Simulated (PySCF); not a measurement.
# C3H4F3NSi: full NMR table

| Item | Value |
| --- | --- |
| Formula | C3H4F3NSi |
| SMILES | [H]/N=C\C=C\[Si](F)(F)F |
| Point group of the computed structure | Cs |
| Degrees of unsaturation | 2 |
| Carbon signals | 3 |
| Proton signals | 4 |

Bonds (- single, = double, # triple, : aromatic): N1=C2 1.259 Å, C2-C3 1.459 Å, C3=C4 1.338 Å, C4-Si5 1.859 Å, Si5-F6 1.585 Å, Si5-F7 1.586 Å, Si5-F8 1.586 Å. N1 carries H9; C2 carries H10; C3 carries H11; C4 carries H12. Stereochemistry as in [H]/N=C\C=C\[Si](F)(F)F.

[PySCF 2.14: geometry from GFN2-xTB; shieldings: GIAO PBE0/pcSseg-1; gas phase; fast rotation and ring inversion assumed for equivalent nuclei; a single conformation; no relativistic terms]

δ = σ(ref) − σ, references computed at the same level: TMS for 1H (31.72 ppm) and 13C (186.93 ppm) and 29Si (349.16 ppm); 19F (170.95 ppm) against CFCl3; 15N (267.73 ppm) vs NH3.

| carbon | δC, type | δH (multiplicity) | HMBC from (2–3 bonds) | span of the C tensor (ppm) |
| --- | --- | --- | --- | --- |
| C2 | 173.1, CH | 8.22 (d) | H11, H12 | 207 |
| C3 | 158.6, CH | 6.47 (m) | H10, H12 | 222 |
| C4 | 127.8, CH | 5.89 (m) | H10, H11 | 211 |

Other nuclei:
| atoms | nucleus | environment | δ (ppm) | σ (ppm) |
| --- | --- | --- | --- | --- |
| H9 | 1H | hydrogen on an imine nitrogen | 11.61 | 20.11 |
| F6/F7/F8 | 19F | fluorine bonded to Si | -150.1 | 321.0 |
| Si5 | 29Si | silicon bonded to C, 3 F | -65.1 | 414.3 |
| N1 | 15N | imine nitrogen | 391.2 | -123.5 |

- Carbon types of the structure: 3 × CH, leaving 1 H on heteroatoms.
- δC 173.1: C=N carbon.
- δC 158.6, 127.8: alkene CH; as expected for a trigonal carbon in a double bond.
- δH 11.61: hydrogen on an imine nitrogen; labile proton, position sensitive to the medium.
- δH 8.22: hydrogen on a C=N carbon.
- δH 6.47, 5.89: hydrogen on an alkene CH; a vinylic proton, deshielded by the sp2 carbon and the C=C anisotropy.

OH/NH shifts are gas-phase values; hydrogen bonding in solution moves them, usually downfield. Splittings by 19F in the carbon and heteronuclear signals aren't shown, as no couplings were computed. Shifts are as computed. Against solution values, carbons near 30 ppm lie about +3 ppm off and those near 130 ppm about +5 ppm. Of 1211 compounds with measured shifts, 218 miss one by over three times the rms of a fit or turn the order of signals round; such compounds aren't used in these exercises. Unscaled 19F shifts against computed CFCl3 carry errors that often reach 10 to 50 ppm. Experimental scales use liquid or dissolved standards, which lie at an offset from isolated NH3 (liquid NH3: subtract about 20 ppm). Unscaled 15N shifts of sp2 nitrogen come out 20 to 40 ppm too high even then. Multiplicities follow the n + 1 count of equivalent neighbours, as no J values were calculated; m marks all less simple cases, F and P coupling included.
